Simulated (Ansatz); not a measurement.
**Two structures, one formula**

The two ends of one reaction step of SnSiNH9, closed shell (PBE0-D4/def2-TZVP).

A:

```
12
angstrom
Sn -1.0374 0.7684 -1.2062
Si 0.6025 -1.7141 1.7133
H -0.7051 -0.6905 -2.0212
H -1.5246 0.5002 0.4063
H -2.2577 1.6417 -2.0395
H 1.3018 -0.7845 0.7913
N 0.7315 1.7632 -1.0942
H -0.0285 -0.9451 2.8160
H 1.5742 -2.6831 2.2828
H -0.4482 -2.4558 0.9694
H 1.1369 1.9483 -2.0032
H 0.6545 2.6515 -0.6148
```

B:

```xyz
12
angstrom
Sn -1.5359 -0.2014 -0.6004
Si -0.0306 -1.1566 1.2249
H -0.8749 -0.4500 -2.1567
H -3.0870 -0.9422 -0.6044
H -1.7981 1.4740 -0.3866
H 2.2697 0.9134 -0.0272
N 1.4120 1.1622 -0.5048
H 0.3841 -0.0835 2.1669
H 1.1848 -1.7679 0.6250
H -0.7239 -2.2121 2.0174
H 1.6053 1.1449 -1.4988
H 1.1945 2.1194 -0.2555
```

Computed with Ansatz 0.2.0 (basis: def2-TZVPP); correlated methods freeze the cores. Filled d shells of the heavier atoms are correlated. Core potentials replace the inner electrons of the atoms past krypton. The def2 sets are not built for correlating such inner shells, so the correlated values are less sure here. B3LYP uses VWN-RPA correlation.

Task: Which structure is lower at CCSD(T), and by how much? (To be estimated.)

Result: Computed: B, by 11.81 kcal/mol (electronic energy, against the other). By their contacts, A is a complex of SnNH₅ ([NH2][SnH3]) + SiH₄ and B is a complex of SnSiH₆ ([SiH3][SnH3]) + NH₃.

All methods give the same order:

```json
{"method": "SPW92", "E(B) − E(A) (kcal/mol)": "-17.15"}
{"method": "PBE-D4", "E(B) − E(A) (kcal/mol)": "-15.29"}
{"method": "BLYP-D4", "E(B) − E(A) (kcal/mol)": "-12.48"}
{"method": "r2SCAN-D4", "E(B) − E(A) (kcal/mol)": "-13.92"}
{"method": "B97M-V", "E(B) − E(A) (kcal/mol)": "-13.22"}
{"method": "PBE0-D4", "E(B) − E(A) (kcal/mol)": "-15.39"}
{"method": "B3LYP-D4", "E(B) − E(A) (kcal/mol)": "-12.86"}
{"method": "r2SCAN0-D4", "E(B) − E(A) (kcal/mol)": "-14.49"}
{"method": "BHLYP-D4", "E(B) − E(A) (kcal/mol)": "-12.85"}
{"method": "CAM-B3LYP-D4", "E(B) − E(A) (kcal/mol)": "-11.89"}
{"method": "wB97X-V", "E(B) − E(A) (kcal/mol)": "-12.34"}
{"method": "wB97M-V", "E(B) − E(A) (kcal/mol)": "-13.15"}
{"method": "B2PLYP", "E(B) − E(A) (kcal/mol)": "-11.44"}
{"method": "PBE-QIDH", "E(B) − E(A) (kcal/mol)": "-13.75"}
{"method": "RPA on PBE", "E(B) − E(A) (kcal/mol)": "-10.05"}
{"method": "HF", "E(B) − E(A) (kcal/mol)": "-9.06"}
{"method": "MP2", "E(B) − E(A) (kcal/mol)": "-11.67"}
{"method": "CCSD", "E(B) − E(A) (kcal/mol)": "-11.66"}
{"method": "CCSD(T)", "E(B) − E(A) (kcal/mol)": "-11.81"}
```

The T1 diagnostic stays at or below 0.013.

Labels in which every atom is bracketed show which atoms are joined, not bond orders.

For scale, one of the runs: CCSD(T)/def2-TZVPP, 249 basis functions, launched by `ansatz run in.yaml --threads 8 --pin off --events-out ev --progress --plain --max-ram 19148MiB`. The run took 24 s on 8 CPU threads of an AMD EPYC 9R45 (shared host), with 5.5 GiB of host memory at its peak.
